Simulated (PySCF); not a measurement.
Species: C₆H₉NS.
Structure used (GFN2-xTB), in Å, numbered top down from 1:
```
atom  x, y, z in Å
C1     2.398   -0.147   -0.220
N2     1.043   -0.558   -0.505
C3    -0.017    0.221   -0.060
C4     0.069    1.611    0.235
C5    -1.126    2.152    0.576
S6    -2.395    0.995    0.546
C7    -1.295   -0.260    0.071
C8    -1.776   -1.652   -0.166
H9     2.593   -0.002    0.851
H10    3.078   -0.908   -0.599
H11    2.608    0.787   -0.742
H12    0.882   -1.545   -0.358
H13    0.979    2.180    0.194
H14   -1.345    3.166    0.845
H15   -1.249   -2.364    0.473
H16   -2.838   -1.720    0.052
H17   -1.617   -1.946   -1.205
```

NICS is the negative of the GIAO shielding at a point without a nucleus: at the ring centre (0) and 1 Å above and below it (1); zz is the component along the ring normal. Level: GIAO PBE0/pcSseg-1 (PySCF, non-relativistic, gas phase) on the GFN2-xTB geometry, one conformer.

Ring bond lengths (Å), with Mayer bond orders in brackets: C3–C4 1.423 (1.23), C4–C5 1.355 (1.59), C5–S6 1.717 (1.18), S6–C7 1.736 (1.14), C7–C3 1.372 (1.49).

Problem. What do the NICS probes read (ppm)?

Solution. 
| ring | type | NICS(0) | NICS(1), two faces | NICS(1)zz, two faces | rms pucker (Å) | centre to ring atoms, mean (Å) |
| --- | --- | --- | --- | --- | --- | --- |
| C3–C4–C5–S6–C7 | 5-membered ring with S; formal bonds all aromatic | -12.8 | -10.5 / -10.7 | -23.4 / -23.7 | 0.00 | 1.29 |

Problem. What can be read from them?

Solution. 
- C3–C4–C5–S6–C7: mean NICS(1)zz -23.6 ppm, shielded, aromatic by this magnetic criterion (flat ring, no four-coordinate atom).

Problem. How equal are the bonds by HOMA? HOMA = 1 − mean of α(R − Ropt)² over the ring bonds, with Krygowski's 1993 parameters (CC: Ropt 1.388 Å, α 257.7 Å⁻²; CS: Ropt 1.677 Å, α 94.09 Å⁻²).

Solution. 
- C3–C4–C5–S6–C7: HOMA 0.77; the largest term is that of C3–C4, α(R − Ropt)² = 0.32. The geometric and the magnetic index point the same way.
